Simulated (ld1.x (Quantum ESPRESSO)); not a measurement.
## Transferability test, TM potential for niobium (Nb)

* Element: Nb
* Generator: ld1.x (Quantum ESPRESSO) 7.5
* Type: norm-conserving Troullier–Martins (Kleinman–Bylander form)
* Functional: PW91
* Relativity: scalar-relativistic
* Frozen core: [Kr]
* Valence charge: 5
* Reference configuration: 4d4 5s0.75 5p0.25
* Partial waves: 5s (bound): rc 4.42 bohr; 4d (bound): rc 2.88 bohr; 4f channel at 0.1 Ry: rc 4.56 bohr; 5p (bound): rc 5.62 bohr
* Local potential: the p channel
* Core correction: Bessel-smoothed model core, default radius (core density twice the valence density)

Energies are relative to the spin-unpolarised reference configuration 4d4 5s0.75 5p0.25; without spin polarisation the order of configurations can differ from experiment.

```csv
valence configuration,charge,ΔE all-electron (eV),error AE − PS (meV)
4d4 5s1 5p0,0,-0.724,+0.2
4d4 5s0 5p0,+1,5.961,-19
4d3 5s0 5p0,+2,20.056,-284
4d1 5s0 5p0,+4,81.820,-1831
4d4 5s0.5 5p0,+0.5,1.939,+0.3
4d5 5s0 5p0,0,0.547,-28
```

Problem. What are ΔE and the potential's error for 4d3 5s2 5p0?

Solution. ΔE = -1.246 eV all-electron; the error (AE − PS) is +69 meV.

Levels in the configuration 4d5 5s0 5p0:

```json
{"level": "4d", "all-electron (eV)": "-1.949", "pseudo (eV)": "-1.905"}
```

These tests converged, but a pseudo level misses the all-electron one widely, so the file describes the atom poorly there or has found another state: 4d1 5s0 5p0: empty 5s by 8.8 eV.
